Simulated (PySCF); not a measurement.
## Substituent effects on chemical shifts

Parent skeleton `[CH2:1]=[CH:2][CH:3]([CH:4]=[O:5])[CH2:6][SiH3:7]`; one hydrogen on atom 3 is replaced by X. Hydrogens on one atom are averaged.

One averaged value for each set of equivalent atoms, non-relativistic, single conformer, no solvent model. GIAO PBE0/pcSseg-1 shieldings; geometry: GFN2-xTB; PySCF.

Scale: $^{13}$C, $^{29}$Si, $^{1}$H against TMS; $^{17}$O vs H2O (reference shieldings calculated alike).

Known members:
```json
{"X": "cPr", "C1": "127.1", "C2": "145.9", "C3": "55.3", "C4": "214.6", "O5": "634.3", "C6": "17.1", "Si7": "-81.5", "H(C1)": "5.67", "H(C2)": "6.25"}
{"X": "CHCl2", "C1": "124.6", "C2": "151.3", "C3": "62.5", "C4": "212.0", "O5": "689.9", "C6": "27.6", "Si7": "-81.0", "H(C1)": "5.81", "H(C2)": "7.17"}
{"X": "isopropenyl", "C1": "124.6", "C2": "148.1", "C3": "61.6", "C4": "208.1", "O5": "669.8", "C6": "18.2", "Si7": "-78.0", "H(C1)": "5.66", "H(C2)": "7.28"}
{"X": "C2H5", "C1": "126.5", "C2": "150.3", "C3": "59.1", "C4": "206.4", "O5": "666.1", "C6": "9.0", "Si7": "-78.9", "H(C1)": "5.72", "H(C2)": "5.73"}
{"X": "CH3", "C1": "122.1", "C2": "151.1", "C3": "54.6", "C4": "206.9", "O5": "674.5", "C6": "16.7", "Si7": "-77.2", "H(C1)": "5.56", "H(C2)": "5.76"}
```

Four more derivatives gave (δ, ppm):
```csv
compound,C1,C2,C3,C4,O5,C6,Si7,H(C1),H(C2)
1,131.7,141.0,51.8,202.6,608.8,19.2,-80.9,6.04,6.01
2,129.4,142.4,55.1,201.2,639.0,10.8,-80.9,5.70,5.36
3,129.4,142.4,65.4,207.5,613.0,15.0,-82.1,5.56,6.02
4,130.1,141.2,88.6,206.9,600.9,16.2,-81.6,5.89,5.90
```

Task: Their substituents are CH2CN, COCH3, OCH3, ethynyl. Which is which?

Result: 1: X = ethynyl (C#C[C@](C=C)(C=O)C[SiH3]); 2: X = CH2CN (C=C[C@@](C=O)(C[SiH3])CC#N); 3: X = COCH3 (C=C[C@](C=O)(C[SiH3])C(C)=O); 4: X = OCH3 (C=C[C@@](C=O)(C[SiH3])OC).

Unscaled 17O shifts of doubly bonded oxygen tend to come out too high, by tens of ppm or more. Experimental scales use liquid or dissolved standards, which lie at an offset from isolated H2O (liquid H2O: subtract about 36 ppm).
